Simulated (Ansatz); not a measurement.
Consider the cleavage of the Si–B bond: `[SiH3]BS[SiH3]` + `CBN[SiH3]` → `CBN([SiH3])[SiH3]` + `BS[SiH3]`.

Gas-phase electronic energies from Ansatz, PBE0-D4/def2-TZVP geometries. CCSD(T)/CBS adds triple-zeta CCSD(T) − MP2 to the extrapolated MP2 energy (def2 sets, frozen cores). DFT in def2-TZVPP. B3LYP here is the variant with VWN-RPA as its local correlation; programs differ in this. HSE06 is defined as in plane-wave codes. Each species was taken in one conformer, which may not be the lowest.

`[SiH3]BS[SiH3]`:

Cartesian coordinates in Å:
```
Si 2.333 0.707 -0.397
B 0.370 0.320 -0.205
S -0.160 -1.085 0.739
Si -2.299 -0.890 0.523
H 2.704 0.716 -1.841
H 2.632 2.062 0.150
H 3.190 -0.286 0.305
H -0.449 1.026 -0.721
H -2.660 -0.967 -0.912
H -2.925 -2.011 1.267
H -2.737 0.407 1.092
```

`CBN[SiH3]`:

Cartesian coordinates in Å:
```
C 0.727 -0.147 1.502
B 0.933 -0.764 0.076
N 0.121 -0.419 -1.019
Si -1.212 0.704 -1.033
H 0.540 -0.945 2.229
H -0.084 0.581 1.591
H 1.650 0.340 1.836
H 1.810 -1.565 -0.111
H 0.328 -0.870 -1.898
H -2.290 0.283 -0.102
H -1.747 0.730 -2.419
H -0.777 2.072 -0.651
```

`CBN([SiH3])[SiH3]`:

```xyz
15

C    -1.469   -1.060   -1.368
B    -0.670   -0.905   -0.033
N     0.245    0.130    0.297
Si    0.973   -0.038    1.885
Si    0.707    1.505   -0.678
H    -1.297   -0.295   -2.125
H    -1.245   -2.038   -1.808
H    -2.542   -1.088   -1.144
H    -0.834   -1.747    0.821
H    -0.056    0.038    2.951
H     1.933    1.087    2.054
H     1.708   -1.322    1.997
H    -0.072    1.545   -1.936
H     2.156    1.433   -1.000
H     0.464    2.755    0.089
```

`BS[SiH3]`:

Z-matrix (Å, degrees):
```
Si
S 1 2.156
H 1 1.482 2 109.9
H 1 1.483 2 107.0 3 -119.4
H 1 1.482 2 109.9 3 121.2
B 2 1.775 1 99.5 3 -60.7
H 6 1.192 2 116.9 1 180.0
H 6 1.195 2 121.4 1 0.0
```

| level | ΔE (kJ/mol) | difference from CCSD(T)/CBS |
| --- | --- | --- |
| LDA (SPW92) | -32.4 | 16.9 |
| PBE-D4 | -31.2 | 18.1 |
| revPBE-D4 | -34.1 | 15.2 |
| BLYP-D4 | -42.3 | 7.0 |
| r2SCAN-D4 | -41.6 | 7.7 |
| B97M-V | -39.5 | 9.8 |
| PBE0-D4 | -37.5 | 11.8 |
| B3LYP-D4 | -46.1 | 3.2 |
| r2SCANh-D4 | -43.1 | 6.2 |
| r2SCAN0-D4 | -45.3 | 4.0 |
| HSE06-D4 | -37.3 | 12.0 |
| BHLYP-D4 | -54.0 | -4.7 |
| CAM-B3LYP-D4 | -48.8 | 0.5 |
| ωB97X-V | -46.5 | 2.8 |
| ωB97M-V | -50.6 | -1.3 |
| B2PLYP | -47.4 | 1.9 |
| PBE-QIDH | -46.7 | 2.6 |
| PBE | -27.6 | 21.7 |
| revPBE | -24.7 | 24.6 |
| BLYP | -34.7 | 14.6 |
| r2SCAN | -40.6 | 8.7 |
| PBE0 | -34.4 | 14.9 |
| B3LYP | -40.4 | 8.9 |
| HSE06 | -34.4 | 14.9 |
| BHLYP | -49.2 | 0.1 |
| CAM-B3LYP | -45.6 | 3.7 |
| LC-ωPBE | -40.6 | 8.7 |
| RPA@PBE/def2-TZVPP | -50.0 | -0.7 |
| HF/def2-SVP | -49.3 | 0.0 |
| MP2/def2-SVP | -46.6 | 2.7 |
| CCSD/def2-SVP | -40.7 | 8.6 |
| HF/def2-TZVPP | -56.8 | -7.5 |
| MP2/def2-TZVPP | -56.7 | -7.4 |
| SCS-MP2/def2-TZVPP | -57.0 | -7.7 |
| CCSD/def2-TZVPP | -49.9 | -0.6 |
| CCSD(T)/def2-TZVPP | -49.1 | 0.2 |
| MP2/def2-QZVPP | -57.4 | -8.1 |
| HF/CBS(def2) | -58.8 | -9.5 |
| MP2/CBS(def2) | -57.0 | -7.7 |
| CCSD/CBS(def2) | -50.2 | -0.9 |
| CCSD(T)/CBS | -49.3 | 0 |

Largest T1 diagnostic among the species: 0.015.

From PBE to PBE0 (25 % exact exchange), in def2-TZVPP and without D4, ΔE moves by −6.8 kJ/mol. At CCSD(T), def2-SVP lies +9.3 kJ/mol from the extrapolated value and def2-TZVPP +0.2 kJ/mol.
